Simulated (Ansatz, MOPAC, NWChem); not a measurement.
**SnS (SMILES [S][Sn]): the equilibrium bond length, rung by rung**

SnS, singlet, SMILES `[S][Sn]`. Each level relaxes the structure for itself.

Each level gives the equilibrium bond length (Å). The values are calculated.

Measured value to compare with: Huber and Herzberg, Constants of Diatomic Molecules gives the equilibrium bond length of the gas as 2.209 Å.

```
                                level                    kind  program  value (Å)  computed − measured
                                  PM3          semi-empirical    MOPAC      2.138               -0.071
                                  PM6          semi-empirical    MOPAC      2.210               +0.001
                               PM6-D3          semi-empirical    MOPAC      2.210               +0.001
                                  PM7          semi-empirical    MOPAC      2.207               -0.002
        HF/def2-TZVP (core potential)            Hartree–Fock   NWChem      2.187               -0.022
     SVWN5/def2-TZVP (core potential)                     LDA   Ansatz      2.206               -0.003
PBE-D3(BJ)/def2-TZVP (core potential)                     GGA   Ansatz      2.232               +0.023
    r2SCAN/def2-TZVP (core potential)                meta-GGA   Ansatz      2.212               +0.003
  B3LYP-D4/def2-TZVP (core potential)           global hybrid   Ansatz      2.223               +0.014
   wB97X-V/def2-TZVP (core potential)  range-separated hybrid   Ansatz      2.184               -0.025
```

Nearest: PM6 (+0.001 Å), PM6-D3 (+0.001 Å); farthest: PM3 (-0.071 Å). Computed less measured by kind, in Å (def2-TZVP rows): semi-empirical -0.071 to +0.001; Hartree–Fock -0.022; LDA -0.003; GGA +0.023; meta-GGA +0.003; global hybrid +0.014; range-separated hybrid -0.025.
